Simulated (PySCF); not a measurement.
## Energy of Tm⁺ (thulium, charge +1) between two integer charges

The 6s alpha orbital of [Xe] 4f13 6s1 is emptied in steps (occupation f), with all orbitals relaxed, ending at [Xe] 4f13. Computed with PySCF 2.14 in def2-TZVP with the def2 core potential (28 electrons) (10s8p5d4f1g, 96 functions), with a scalar-relativistic core potential. The exact energy is a straight line in f; departures are measured from the line between the end points of the same method.

```csv
f,UHF (eV)
1,0.000
0.8,0.005
0.6,0.007
0.4,0.007
0.2,0.005
0,0.000
```

Problem. For UHF, how does the orbital energy at f = 1 compare with the removal energy?

Solution. −ε = 11.121 eV against a total-energy difference of 11.090 eV. By Janak's theorem ε = ∂E/∂f, so the gap between them reflects the curvature. Along the path −ε is 11.108 (f = 0.8), 11.096 (f = 0.6), 11.084 (f = 0.4), 11.072 (f = 0.2) eV.

Reference removal energy between the ground levels: 12.065 ± 0.02 eV (semi-empirical (NIST evaluation); NIST Atomic Spectra Database, ionization energies). The calculation has no spin-orbit coupling. UHF lacks correlation.
